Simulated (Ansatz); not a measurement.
Mulliken charges of C2H5GeNO (`[GeH3][CH]1N=CO1`) from B3LYP/def2-TZVPP in Ansatz (PBE0-D4/def2-TZVP geometry).

| atom | x (Å) | y (Å) | z (Å) | charge (e) |
| --- | --- | --- | --- | --- |
| Ge1 | -0.635 | -1.009 | 0.967 | 0.143 |
| C2 | 0.449 | 0.478 | 0.250 | 0.095 |
| N3 | 1.311 | 0.117 | -0.870 | -0.328 |
| C4 | 0.544 | 0.885 | -1.548 | 0.145 |
| O5 | -0.346 | 1.348 | -0.639 | -0.328 |
| H6 | -1.670 | -0.442 | 1.951 | -0.003 |
| H7 | 0.302 | -1.981 | 1.694 | 0.004 |
| H8 | -1.324 | -1.687 | -0.221 | 0.000 |
| H9 | 0.944 | 1.080 | 1.015 | 0.115 |
| H10 | 0.508 | 1.160 | -2.597 | 0.156 |

Task: By hand: the dipole of these point charges (1 e Å = 4.8032 D).

Result: Σ q r = (-0.092, -0.153, 0.145) e Å, of length 0.230 e Å = 1.10 D.

Task: How does the dipole of the full density compare? (An estimate is asked.)

Result: The calculation gave: (-0.161, 0.079, 0.073) e Å, 0.93 D; the point charges give 1.18 times that, at 73° from its direction.

Point charges leave out the atoms' own dipoles, such as those of lone pairs, and Mulliken's split depends on the basis, so the two needn't agree.

B3LYP here is the variant with VWN-RPA as its local correlation; programs differ in this.
